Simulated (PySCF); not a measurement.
**Running PySCF for ZnS**

Input:

```python
from pyscf import gto, scf, mp

mol = gto.M(
    atom='Zn 0 0 0; S 0 0 2.023',
    basis='pcseg-1',
    charge=0,
    spin=0,
    verbose=3,
)
mf = scf.RHF(mol)
mf.kernel()
mp.MP2(mf, frozen=10).kernel()
mf.dip_moment()
print('orbital energies (hartree):', mf.mo_energy[..., max(0, mol.nelec[1]-3):mol.nelec[0]+3].round(4))
```

```bash
$ OMP_NUM_THREADS=1 python input.py
```

Output:

```
converged SCF energy = -2175.02235973713
E(RMP2) = -2175.45050854302  E_corr = -0.428148805892506
E(SCS-RMP2) = -2175.41151049973  E_corr = -0.389150762602381
Dipole moment(X, Y, Z, Debye): -0.00000, -0.00000, -7.99348
orbital energies (hartree): [-0.3777 -0.3169 -0.3169 -0.0418  0.2101  0.2101]
```

In short: E(SCF) = -2175.022360 Eh, E(MP2) − E(SCF) = -0.42815 Eh, μz(SCF) = -7.99 D.

It ran on Arm Neoverse V2 (1 thread, shared host) in 1 s, peak memory 0.12 GiB.

Stability towards an unrestricted solution was not tested. The bond length is a typed value, not an optimised one.
